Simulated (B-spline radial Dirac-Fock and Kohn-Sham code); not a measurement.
**The M5 (3d5/2) hole of ruthenium ions: width and yield against charge**

Method: one-electron (LDA, Dirac) transition rates at Dirac-Fock energies. Computed with an atomic code on a B-spline grid. Tabulated ground configurations, configuration averages; single configurations, so decays that open only by mixing (as 1s 2s² with 1s 2p² in Be-like ions) are missing and such tiny yields are far too low.

```
 ion  configuration  radiative (eV)  non-radiative (eV)     yield
  Ru   [Kr] 4d7 5s1        5.12e-05               0.223  0.000229
 Ru⁺       [Kr] 4d7        5.12e-05               0.229  0.000223
Ru²⁺       [Kr] 4d6        5.26e-05               0.213  0.000247
Ru³⁺       [Kr] 4d5        5.45e-05               0.190  0.000286
Ru⁴⁺       [Kr] 4d4        5.67e-05               0.163  0.000347
Ru⁵⁺       [Kr] 4d3        5.92e-05               0.133  0.000446
Ru⁶⁺       [Kr] 4d2        6.21e-05              0.0995  0.000623
Ru⁷⁺       [Kr] 4d1        6.53e-05              0.0648   0.00101
```
